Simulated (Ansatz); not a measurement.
Basis sets compared for Sn2Cl4 (the lowest singlet isomer of a short search). Total charge 0; singlet. Geometry PBE-D4/def2-SVP. Ansatz on 4 threads of Arm Neoverse V2 on a shared host; times are rough, and most runs start from earlier orbitals.

```xyz
6

Sn   -1.8934    1.0092   -0.4997
Sn    1.0901   -0.8173    0.6734
Cl   -0.5735   -1.0535   -1.4501
Cl    3.1241   -0.7745   -0.6339
Cl    0.4874    1.7937    0.2842
Cl   -2.2346   -0.1576    1.6262
```

In the def2 sets Sn takes a core potential; there is no spin–orbit coupling. The structure comes from a short search, and lower isomers may exist.

Binding counts from free atoms (Sn triplet, Cl doublet) in the same basis, without a counterpoise term.

```
                          level  functions  energy (Eh)  HOMO (eV)  LUMO (eV)  binding per atom (eV)  wall time
                PBE-D4/def2-SVP        124   -2268.3454      -6.58      -2.92                   3.04      1.1 s
               PBE-D4/def2-TZVP        248   -2268.9978      -6.80      -3.10                   3.02      2.5 s
               PBE0-D4/def2-SVP        124   -2268.5037      -7.70      -2.31                   2.91        2 s
PBE0-D4/def2-TZVP (with forces)        248   -2269.1470      -7.86      -2.45                   2.90        9 s
              ωB97M-V/def2-TZVP        248   -2269.5514      -9.85      -0.75                   2.89       16 s
```

(1) Estimate the rows for PBE-D4/def2-TZVPD, PBE0-D4/def2-TZVPD, ωB97M-V/def2-TZVPD.

Answers

(1) 
```csv
level,functions,energy (Eh),HOMO (eV),LUMO (eV),binding per atom (eV),wall time
PBE-D4/def2-TZVPD,296,-2269.0009,-6.85,-3.16,3.01,4.6 s
PBE0-D4/def2-TZVPD,296,-2269.1496,-7.89,-2.49,2.90,9 s
ωB97M-V/def2-TZVPD,296,-2269.5547,-9.89,-0.85,2.89,24 s
```
